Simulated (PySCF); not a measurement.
PBE on S⁺ (sulfur, charge +1), [Ne] 3s2 3p2 4s1, high-spin 4P determinant (an excited configuration). Computed with PySCF 2.14 in aug-cc-pVQZ-DK, with the spin-free X2C one-electron Hamiltonian (Gaussian nucleus).

```
cycle= 1 E= -398.168602877877  delta_E= -0.0106  |g|= 0.0406  |ddm|= 0.875
cycle= 2 E= -398.171573392269  delta_E= -0.00297  |g|= 0.0154  |ddm|= 0.451
cycle= 3 E= -398.172122923822  delta_E= -0.00055  |g|= 0.00711  |ddm|= 0.165
cycle= 4 E= -398.172207735556  delta_E= -8.48e-05  |g|= 0.00143  |ddm|= 0.101
cycle= 5 E= -398.172209991477  delta_E= -2.26e-06  |g|= 0.000521  |ddm|= 0.0257
cycle= 6 E= -398.172211062778  delta_E= -1.07e-06  |g|= 0.000154  |ddm|= 0.00937
cycle= 7 E= -398.172211083996  delta_E= -2.12e-08  |g|= 1.02e-05  |ddm|= 0.00115
cycle= 8 E= -398.172211084049  delta_E= -5.27e-11  |g|= 8.88e-07  |ddm|= 8.64e-05
converged SCF energy = -398.172211084049  <S^2> = 3.7516076  2S+1 = 4.0008037
```

Highest occupied orbital energy: -7.510 eV; ⟨L²⟩ = 4.26; populations by l: s 6.62, p 8.00, d 0.38, f 0.00.

**Question.** Can this result be used?

**Answer.** Not for this state. Self-consistency was reached. ⟨L²⟩ = 4.26 against 2 for a pure P term, so this real determinant mixes terms. The outer electron is Rydberg-like, and this basis confines it to a smaller radius and binds it less than a complete one would. The s, p, d and f populations moved away from the nominal configuration during the SCF.
